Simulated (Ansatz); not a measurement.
Constitutional and geometric isomers with formula H2B2O. Gas-phase values, no solvent. One relaxed conformer stands for each flexible species; it need not be the lowest. Strings in code marks are SMILES.

Quantity: vertical ionisation energy (energy after one electron is removed minus that of the parent at the parent's geometry), in eV. The restricted reference of `[H]/B=B/O` is unstable towards unrestricted orbitals.

A: `[H]/B=B/O` (B–B–O–H torsion 180°)
B: `B1BO1`
C: `BB=O` (H–B–B–O torsion 29°)

Problem. Order them by vertical ionisation energy (energy after one electron is removed minus that of the parent at the parent's geometry) (lowest first) at the level frozen-core CCSD(T)/cc-pVQZ // B3LYP-D3(BJ)/def2-TZVP (Ansatz, a first-principles code).

Solution. A (7.61 eV), B (10.28 eV), C (12.95 eV)
